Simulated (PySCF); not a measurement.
VIMe3, C₃H₉IV (doublet state).
Bonds: V1–I2, V1–C3, V1–C7, V1–C11. Hydrogens: H4, H5, H6 on C3; H8, H9, H10 on C7; H12, H13, H14 on C11.

Theory: PySCF, PBE0-D3(BJ)/def2-SVP geometry optimisation, gas phase, def2 core potentials past Kr.

Task: What internal coordinates does the optimisation give?

Result: 
```json
{"bond": "V1–I2", "length (Å)": "2.547"}
{"bond": "V1–C3, V1–C7, V1–C11", "length (Å)": "1.983"}
{"bond": "C3–H4 and 8 like bonds", "length (Å)": "1.104"}
```

Bonds in one row agree within 0.01 Å and their mean is given. A selection of angles:
```json
{"angle": "I2–V1–C3", "degrees": "113.5"}
{"angle": "I2–V1–C11", "degrees": "110.5"}
{"angle": "C3–V1–C7", "degrees": "100.9"}
{"angle": "C3–V1–C11", "degrees": "108.9"}
{"angle": "V1–C3–H4", "degrees": "113.0"}
{"angle": "V1–C3–H6", "degrees": "100.1"}
{"angle": "H4–C3–H5", "degrees": "111.1"}
{"angle": "H4–C3–H6", "degrees": "109.4"}
{"angle": "V1–C11–H13", "degrees": "112.5"}
{"angle": "V1–C11–H14", "degrees": "101.9"}
```

V1 (vanadium bonded to 3 C and I) is distorted tetrahedral (angles from 100.9° to 113.7°).

Point group: near C3v, missed by 0.20 Å at most; the miss may be what the optimiser left on a soft mode (Cs holds within 0.08 Å). Not checked by PBE0-D3(BJ)/def2-SVP frequencies. ⟨S²⟩ = 0.774 (exact for a doublet: 0.75).
